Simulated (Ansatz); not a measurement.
A nudged elastic band was laid between two geometries of BFH2O + FH (7 atoms, charge 0, multiplicity 1).

Computed with RKS B3LYP-D4/6-31G* in Ansatz 0.2.0.

| Item | Value |
| --- | --- |
| movable images | 7 |
| climbing image | yes |
| spring | 5.0 eV/Å² |
| optimiser | quadratic models (default) |
| start path | through a guess of the saddle point |
| force threshold | 0.03 eV/Å |
| iteration limit | 60 |
| end points | relaxed |

Image 0:

```xyz
7
Properties=species:S:1:pos:R:3
B -0.060 -0.292 0.078
O -0.060 -0.252 1.446
H -0.954 -0.382 1.807
H 0.966 -0.191 -0.507
F -1.204 -0.493 -0.569
F 0.130 2.343 0.891
H 0.282 1.590 1.438
```

Image 8:

```xyz
7
Properties=species:S:1:pos:R:3
B 0.024 0.385 -0.152
O 0.040 0.014 1.727
H -0.843 -0.368 1.873
H 1.011 -0.190 -0.494
F -1.185 -0.160 -0.427
F 0.049 1.737 -0.063
H 0.005 0.905 2.118
```

**Question.** Which bonds break or form, and what moves?

**Answer.** Bonds broken: F6–H7. Bonds formed: B1–F6, O2–H7. BFH2O + FH becomes BF2H + H2O.

**Question.** Give the energies along the band, and the barrier.

**Answer.** The forces met the threshold. The highest image is number 4 of 0 to 8, 49.5 kJ/mol above the first end and 93.8 kJ/mol above the last; the last end lies 44.3 kJ/mol below the first. A vibrational analysis at the climbing image gives one clearly imaginary mode, 894i cm⁻¹: a first-order saddle point. The orbitals stay closed-shell, which can raise the energy where a bond breaks towards radicals; this wasn't checked here.

```csv
image,path coordinate (Å),energy (kJ/mol),F6–H7 (Å),B1–F6 (Å),O2–H7 (Å)
0,0.00,0.0,0.94,2.76,1.87
1,0.30,1.3,0.94,2.54,1.89
2,0.60,8.2,0.95,2.26,1.79
3,0.90,28.2,0.98,1.94,1.57
4,1.19,49.5,1.12,1.67,1.30
5,1.45,19.0,1.37,1.52,1.09
6,1.72,-23.2,1.67,1.41,0.99
7,1.98,-40.5,2.00,1.37,0.98
8,2.24,-44.3,2.33,1.35,0.97
```

**Question.** What is the geometry of the highest image?

**Answer.** 
```xyz
7
Properties=species:S:1:pos:R:3
B 0.015 0.122 0.114
O 0.006 -0.076 1.607
H -0.871 -0.388 1.888
H 1.024 -0.167 -0.443
F -1.175 -0.139 -0.454
F 0.080 1.759 0.449
H 0.023 1.211 1.423
```

**Question.** What are the harmonic wavenumbers there?

**Answer.** 894i, 326, 417, 524, 657, 781, 901, 987, 1097, 1203, 1252, 1328, 2019, 2730, 3742 cm⁻¹.

The band took 12 iterations and roughly 2.5 core-minutes.

Time of the run: 2.5 min on 1 thread of Arm Neoverse V1 (shared host), peak memory 0.12 GiB.
